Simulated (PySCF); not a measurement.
PySCF input (BP86/def2-TZVPD):

```python
from pyscf import gto, scf, dft

mol = gto.M(
    atom='''
    Si   -0.32292944    0.17944342    0.02748732
    F    -1.66422414   -0.56046468    0.06035369
    F    -0.39946391    1.70720199    0.11530464
    Cl    1.35848262   -0.75487316   -0.11563220
    ''',
    basis='def2-tzvpd',
    charge=1,
    spin=0,
    verbose=4,
)

mf = dft.RKS(mol, xc='bp86').density_fit(auxbasis='def2-universal-jkfit')
mf.grids.level = 3
mf.conv_tol = 1e-9
mf.max_cycle = 100
mf.max_memory = 1500
mf.kernel()
if not mf.converged:
    mf = mf.newton()
    mf.kernel(mf.make_rdm1())
mf.analyze()
```

Output:

```
PySCF version 2.14.0

[INPUT] verbose = 4
[INPUT] num. atoms = 4
[INPUT] num. electrons = 48
[INPUT] charge = 1
[INPUT] spin (= nelec alpha-beta = 2S) = 0
[INPUT] symmetry False subgroup None
[INPUT] Mole.unit = angstrom
[INPUT] Symbol           X                Y                Z      unit          X                Y                Z       unit  Magmom
[INPUT]  1 Si    -0.322929440000   0.179443420000   0.027487320000 AA   -0.610248199159   0.339098918655   0.051943506698 Bohr   0.0
[INPUT]  2 F     -1.664224140000  -0.560464680000   0.060353690000 AA   -3.144927834490  -1.059124747692   0.114051944707 Bohr   0.0
[INPUT]  3 F     -0.399463910000   1.707201990000   0.115304640000 AA   -0.754877386548   3.226144200412   0.217894190492 Bohr   0.0
[INPUT]  4 Cl     1.358482620000  -0.754873160000  -0.115632200000 AA    2.567160096782  -1.426503531185  -0.218513189181 Bohr   0.0

nuclear repulsion = 222.202222906963
number of shells = 59
number of NR pGTOs = 251
number of NR cGTOs = 169
basis = def2-tzvpd
ecp = {}

******** <class 'pyscf.df.df_jk.DFRKS'> ********
method = DFRKS
initial guess = minao
damping factor = 0
level_shift factor = 0
DIIS = <class 'pyscf.scf.diis.CDIIS'>
diis_start_cycle = 1
diis_space = 8
diis_damp = 0
SCF conv_tol = 1e-09
SCF conv_tol_grad = None
SCF max_cycles = 100
direct_scf = False
XC library pyscf.dft.libxc version 7.1.2
    S. Lehtola, C. Steigemann, M. J. T. Oliveira, and M. A. L. Marques,  SoftwareX 7, 1–5 (2018)
XC functionals = bp86
    A. D. Becke,  Phys. Rev. A 38, 3098 (1988)
    J. P. Perdew,  Phys. Rev. B 33, 8822 (1986)
    J. P. Perdew,  Phys. Rev. B 34, 7406–7406 (1986)
radial grids:
    Treutler-Ahlrichs [JCP 102, 346 (1995); DOI:10.1063/1.469408] (M4) radial grids

becke partition: Becke, JCP 88, 2547 (1988); DOI:10.1063/1.454033
pruning grids: <function nwchem_prune>
grids dens level: 3
symmetrized grids: False
atomic radii adjust function: <function treutler_atomic_radii_adjust>
small_rho_cutoff = 0
Set gradient conv threshold to 3.16228e-05
Initial guess from minao.
tot grids = 66584
init E= -950.220781098907
  HOMO = -0.368955681575511  LUMO = -0.128489156768698  gap/eV = 6.54343
cycle= 1 E= -949.256910604861  delta_E= 0.964  |g|= 0.81  |ddm|= 2.06
  HOMO = -0.548928235726879  LUMO = -0.388374088247624  gap/eV = 4.36890
cycle= 2 E= -948.754162129187  delta_E= 0.503  |g|= 1.97  |ddm|=  1.8
  HOMO = -0.574608839081601  LUMO = -0.374244752980451  gap/eV = 5.45218
cycle= 3 E= -949.371080295239  delta_E= -0.617  |g|= 0.115  |ddm|= 1.21
[...]
cycle= 10 E= -949.374213604767  delta_E= -7.64e-11  |g|= 5.08e-06  |ddm|= 1.42e-05
  HOMO = -0.580459519372663  LUMO = -0.366459793392414  gap/eV = 5.82323
Extra cycle  E= -949.374213604752  delta_E= 1.52e-11  |g|= 1.16e-05  |ddm|= 8.15e-06
converged SCF energy = -949.374213604752
**** SCF Summaries ****
Total Energy =                        -949.374213604751958
Nuclear Repulsion Energy =             222.202222906963414
One-electron Energy =                -1744.523401182257430
Two-electron Energy =                  572.946964670542002
Two-electron Coulomb Energy =          642.946224977580073
DFT Exchange-Correlation Energy =      -69.999260307038028
HOMO-LUMO gap [eV] =                     5.823229151822789
**** MO energy ****
MO #1   energy= -101.01828914556   occ= 2
MO #2   energy= -65.8577161617158  occ= 2
MO #3   energy= -24.5801298212058  occ= 2
MO #4   energy= -24.5801221578929  occ= 2
MO #5   energy= -9.48251227300185  occ= 2
MO #6   energy= -7.30377508602088  occ= 2
MO #7   energy= -7.29698238531843  occ= 2
MO #8   energy= -7.29515079094665  occ= 2
MO #9   energy= -5.45506844816036  occ= 2
MO #10  energy= -3.87071275863036  occ= 2
MO #11  energy= -3.86331456660383  occ= 2
MO #12  energy= -3.86275544919629  occ= 2
MO #13  energy= -1.40802836213074  occ= 2
MO #14  energy= -1.39034205424732  occ= 2
MO #15  energy= -1.06207816332609  occ= 2
MO #16  energy= -0.790040685439195 occ= 2
MO #17  energy= -0.731847974289844 occ= 2
MO #18  energy= -0.708884427814872 occ= 2
MO #19  energy= -0.698453723921879 occ= 2
MO #20  energy= -0.670766994301609 occ= 2
MO #21  energy= -0.663308073526692 occ= 2
MO #22  energy= -0.660571889158804 occ= 2
MO #23  energy= -0.592863709975841 occ= 2
MO #24  energy= -0.580459519372663 occ= 2
MO #25  energy= -0.366459793392414 occ= 0
MO #26  energy= -0.345588316471582 occ= 0
MO #27  energy= -0.220805414350288 occ= 0
MO #28  energy= -0.171472893532806 occ= 0
MO #29  energy= -0.150893042355862 occ= 0
MO #30  energy= -0.114886209620782 occ= 0
MO #31  energy= -0.112814188099361 occ= 0
MO #32  energy= -0.110476150754397 occ= 0
MO #33  energy= -0.107786510144788 occ= 0
MO #34  energy= -0.0876731926777184 occ= 0
MO #35  energy= -0.0850830835122892 occ= 0
MO #36  energy= -0.0691416293313749 occ= 0
MO #37  energy= -0.0569169047781991 occ= 0
MO #38  energy= -0.0444131828307579 occ= 0
MO #39  energy= -0.0257009055170287 occ= 0
MO #40  energy= -0.0122762534970233 occ= 0
MO #41  energy= -0.0109159066197273 occ= 0
MO #42  energy= 0.0139136662654367 occ= 0
MO #43  energy= 0.030200475327628  occ= 0
MO #44  energy= 0.0316610837119622 occ= 0
MO #45  energy= 0.0449962291489185 occ= 0
MO #46  energy= 0.0543297073956446 occ= 0
MO #47  energy= 0.0599276044774599 occ= 0
MO #48  energy= 0.0685952928808788 occ= 0
MO #49  energy= 0.0895462386959209 occ= 0
MO #50  energy= 0.0912334546011613 occ= 0
MO #51  energy= 0.097067283794432  occ= 0
MO #52  energy= 0.118524229379648  occ= 0
MO #53  energy= 0.12331562553996   occ= 0
MO #54  energy= 0.151888843468893  occ= 0
MO #55  energy= 0.163482175094986  occ= 0
MO #56  energy= 0.174924520778355  occ= 0
MO #57  energy= 0.200195241274719  occ= 0
MO #58  energy= 0.237268730851358  occ= 0
MO #59  energy= 0.243254858062411  occ= 0
MO #60  energy= 0.250540209389966  occ= 0
MO #61  energy= 0.288723298988752  occ= 0
MO #62  energy= 0.320306783023     occ= 0
MO #63  energy= 0.336944724545666  occ= 0
MO #64  energy= 0.341882211217908  occ= 0
MO #65  energy= 0.347806360442485  occ= 0
MO #66  energy= 0.362039062638238  occ= 0
MO #67  energy= 0.364448469029019  occ= 0
MO #68  energy= 0.401115490773174  occ= 0
MO #69  energy= 0.406288660936591  occ= 0
MO #70  energy= 0.410952618216662  occ= 0
MO #71  energy= 0.413203054386638  occ= 0
MO #72  energy= 0.427688742149568  occ= 0
MO #73  energy= 0.430601704965556  occ= 0
MO #74  energy= 0.474671656640412  occ= 0
MO #75  energy= 0.490317233767322  occ= 0
MO #76  energy= 0.504118828445439  occ= 0
MO #77  energy= 0.534195350936637  occ= 0
MO #78  energy= 0.570369340316897  occ= 0
MO #79  energy= 0.63254414957949   occ= 0
MO #80  energy= 0.642265480782369  occ= 0
MO #81  energy= 0.71186975761984   occ= 0
MO #82  energy= 0.737862192585275  occ= 0
MO #83  energy= 0.744184083436089  occ= 0
MO #84  energy= 0.792039694624777  occ= 0
MO #85  energy= 0.796479879334191  occ= 0
MO #86  energy= 0.801962660453783  occ= 0
MO #87  energy= 0.832817633079087  occ= 0
MO #88  energy= 0.865352888005447  occ= 0
MO #89  energy= 0.887620760578246  occ= 0
MO #90  energy= 0.891308591752744  occ= 0
MO #91  energy= 0.947026216268637  occ= 0
MO #92  energy= 0.963591987527628  occ= 0
MO #93  energy= 0.974978025944041  occ= 0
MO #94  energy= 0.978599961956148  occ= 0
MO #95  energy= 1.01105982518859   occ= 0
MO #96  energy= 1.0582516505118    occ= 0
MO #97  energy= 1.11431966877398   occ= 0
MO #98  energy= 1.14259166595863   occ= 0
MO #99  energy= 1.20080568864987   occ= 0
MO #100 energy= 1.28437480224759   occ= 0
MO #101 energy= 1.50132304400351   occ= 0
MO #102 energy= 1.51729412378734   occ= 0
MO #103 energy= 1.5926772555358    occ= 0
MO #104 energy= 1.60161721454135   occ= 0
MO #105 energy= 1.60862375218569   occ= 0
MO #106 energy= 1.67559826521146   occ= 0
MO #107 energy= 1.6918326138747    occ= 0
[...]
```
